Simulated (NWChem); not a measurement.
All runs are NWChem calculations. System: H2O3P, charge 0, spin multiplicity 2, at a geometry optimised with UPBE0/def2-SVP. The structure started from a generated list of species. Its SCF solution wasn't tested for a lower state. Level: G0W0@UPBE/def2-SVPD, RI basis def2-svpd-rifit.

Input file:

```
start mol
memory heap 200 mb stack 700 mb global 1700 mb
geometry units angstroms nocenter noautoz noautosym
  O      1.455003    -0.094852     0.557536
  P      0.226000     0.003469    -0.274740
  O     -0.931202    -1.131570    -0.013448
  O     -0.677141     1.326938    -0.017063
  H     -0.548051    -2.013888     0.087766
  H     -1.615235     1.157723    -0.182867
end
basis spherical
  * library def2-svpd
end
basis "ri basis" bse spherical
  * library def2-svpd-rifit
end
dft
  xc xpbe96 cpbe96
  odft
  mult 2
  iterations 100
  direct
  tolerances tight
end
task dft energy
gw
  states alpha occ 4 vir 2
  states beta occ 4 vir 2
end
task dft gw
```

Output (cleaned and shortened):

```
             Northwest Computational Chemistry Package (NWChem) 7.3.0
             --------------------------------------------------------

                                NWChem Input Module
                                -------------------

 Scaling coordinates for geometry "geometry" by  1.889725989
 (inverse scale =  0.529177249)

                             Geometry "geometry" -> ""
                             -------------------------

 Output coordinates in angstroms (scale by  1.889725989 to convert to a.u.)

  No.       Tag          Charge          X              Y              Z
 ---- ---------------- ---------- -------------- -------------- --------------
    1 O                    8.0000     1.45500300    -0.09485200     0.55753600
    2 P                   15.0000     0.22600000     0.00346900    -0.27474000
    3 O                    8.0000    -0.93120200    -1.13157000    -0.01344800
    4 O                    8.0000    -0.67714100     1.32693800    -0.01706300
    5 H                    1.0000    -0.54805100    -2.01388800     0.08776600
    6 H                    1.0000    -1.61523500     1.15772300    -0.18286700

 Effective nuclear repulsion energy (a.u.)     181.7731240283

            Nuclear Dipole moment (a.u.)
            ----------------------------
        X                 Y               Z
 ---------------- ---------------- ----------------
    -0.0000113384    -0.0000037795    -0.0000018897


 Summary of "ao basis" -> "" (spherical)
 ------------------------------------------------------------------------------
       Tag                 Description            Shells   Functions and Types
 ---------------- ------------------------------  ------  ---------------------
 *                         def2-svpd                  on all atoms

 new library libraries.bse/

 Summary of "ri basis" -> "" (spherical)
 ------------------------------------------------------------------------------
       Tag                 Description            Shells   Functions and Types
 ---------------- ------------------------------  ------  ---------------------
 *                      def2-svpd-rifit               on all atoms

  pbe96 is a nonlocal functional; adding pw91lda local functional.

                                 NWChem DFT Module
                                 -----------------

 Summary of "ao basis" -> "ao basis" (spherical)
 ------------------------------------------------------------------------------
       Tag                 Description            Shells   Functions and Types
 ---------------- ------------------------------  ------  ---------------------
 O                         def2-svpd                 9       23   4s3p2d
 P                         def2-svpd                10       24   5s3p2d
 H                         def2-svpd                 4        8   2s2p

 Summary of "ao basis" -> "ao basis" (spherical)
 ------------------------------------------------------------------------------
       Tag                 Description            Shells   Functions and Types
 ---------------- ------------------------------  ------  ---------------------
 O                         def2-svpd                 9       23   4s3p2d
 P                         def2-svpd                10       24   5s3p2d
 H                         def2-svpd                 4        8   2s2p

            General Information
            -------------------
          SCF calculation type: DFT
          Wavefunction type:  spin polarized.
[...]
   alpha     41     42     43     44     45     46     47     48     49     50
    beta     41     42     43     44     45     46     47     48     49     50
 overlap   0.961  0.966  0.965  0.967  0.892  0.884  0.945  0.959  0.996  0.996

   alpha     51     52     53     54     55     56     57     58     59     60
    beta     51     52     53     54     55     56     57     58     59     60
 overlap   0.956  0.960  0.996  0.919  0.909  0.983  0.929  0.932  0.989  0.999

   alpha     61     62     63     64     65     66     67     68     69     70
    beta     62     61     63     64     65     66     67     68     69     70
 overlap   0.778  0.785  0.998  0.990  0.980  0.984  0.928  0.922  0.964  0.996

   alpha     71     72     73     74     75     76     77     78     79     80
    beta     71     72     73     74     75     76     77     78     79     80
 overlap   0.979  0.977  0.989  0.987  0.968  0.968  0.999  0.999  0.999  0.999

   alpha     81     82     83     84     85     86     87     88     89     90
    beta     81     82     83     84     85     86     87     88     89     90
 overlap   0.998  0.983  0.984  1.000  1.000  1.000  0.998  0.995  0.995  1.000

   alpha     91     92     93     94     95     96     97     98     99    100
    beta     91     92     93     94     95     96     97     98     99    100
 overlap   1.000  1.000  1.000  1.000  0.999  1.000  0.985  0.993  0.998  0.983

   alpha    101    102    103    104    105    106    107    108    109
    beta    101    102    103    104    105    106    107    108    109
 overlap   0.998  0.995  0.990  0.992  0.999  1.000  1.000  1.000  1.000

     --------------------------
     Expectation value of S2:
     --------------------------
      <S2> =      0.7519 (Exact =     0.7500)

 center of mass
 --------------
 x =   0.05524422 y =   0.01989112 z =  -0.00410408

 moments of inertia (a.u.)
 ------------------
         219.892269844270           1.778460909354         -41.751429459610
           1.778460909354         238.793531641421           4.941580423071
         -41.751429459610           4.941580423071         406.130046334525

     Multipole analysis of the density
     ---------------------------------

     L   x y z        total         alpha         beta         nuclear
     -   - - -        -----         -----         ----         -------
     0   0 0 0     -0.000000    -21.000000    -20.000000     41.000000

     1   1 0 0     -1.137411     -0.872432     -0.264968     -0.000011
     1   0 1 0     -0.562443     -0.267712     -0.294727     -0.000004
     1   0 0 1     -0.519134      0.193993     -0.713125     -0.000002

     2   2 0 0    -23.649664    -69.176621    -65.950996    111.477953
     2   1 1 0     -1.149393      0.558414      0.495654     -2.203461
     2   1 0 1     -0.925809    -11.117041    -11.228911     21.420142
     2   0 2 0    -19.478351    -63.953809    -61.934916    106.410375
     2   0 1 1     -0.506100      1.334266      1.320801     -3.161167
     2   0 0 2    -23.004242    -20.050694    -16.037647     13.084099

 Task  times  cpu:       13.2s     wall:       13.2s

                                NWChem Input Module
                                -------------------

                                 NWChem GW Module
                                 ----------------

                             ***********************
                             ***        GW       ***
                             ***********************

 Summary of "ri basis" -> "ri basis" (spherical)
 ------------------------------------------------------------------------------
       Tag                 Description            Shells   Functions and Types
 ---------------- ------------------------------  ------  ---------------------
 O                      def2-svpd-rifit             20       64   7s6p5d2f
 P                      def2-svpd-rifit             24       78   9s6p6d3f
 H                      def2-svpd-rifit              9       23   4s3p2d

                 Memory Information
                 ------------------
          Available GA per process is          1699.8 MBs
          Available stack per process is        700.0 MBs
          Available heap per process is           0.0 MBs

          Peak memory in Initialization
              Peak GA per process is                 12.6 MBs
              Peak stack per process is               0.1 MBs
              Peak heap per process is               12.8 MBs
              Memory not in MA per process            0.0 MBs

          Peak memory in AFF Calculation
              Peak GA per process is                120.8 MBs
              Peak stack per process is             100.4 MBs
              Peak heap per process is                0.0 MBs
              Memory not in MA per process          100.4 MBs

          Computing 2-center integrals
          Computing Inverse Cholesky factor
          Computing 3-center integrals
          Computing V_xc ...

          Computing Sigma_x
          Computing RPA polarizability
          Solving quasiparticle equations

                  Alpha Orbitals
          State     Energy (eV)     Error (eV)
          -----------------------------------
@GW        18        -12.025           0.003
@GW        19        -10.951           0.004
@GW        20        -10.710           0.002
@GW        21         -8.481           0.002
@GW        22          1.690           0.002
@GW        23          2.282           0.002

                   Beta Orbitals
          State     Energy (eV)     Error (eV)
          -----------------------------------
@GW        17        -12.693           0.002
@GW        18        -11.735           0.002
@GW        19        -10.501           0.002
@GW        20        -10.484           0.002
@GW        21         -1.311           0.002
@GW        22          1.854           0.002

   Applying  -2.6021 eV scissor-shift to rest of particle states

   Applying   2.4592 eV scissor-shift to rest of hole states

   Applying  -2.7031 eV scissor-shift to rest of particle states

   Applying   3.1185 eV scissor-shift to rest of hole states

     GW Timing Statistics
   ------------------------
   Init.   :          0.0s
     ERIs  :          0.5s
     Distr.:          0.0s
     Vxc   :          0.5s
   Sigma_x :          0.0s
   RPA     :          7.3s
   Wmn     :          0.1s
   Sigma_c :          0.1s
   GW total:          8.5s

 Task  times  cpu:        8.5s     wall:        8.5s

 Total times  cpu:       21.7s     wall:       21.7s
```
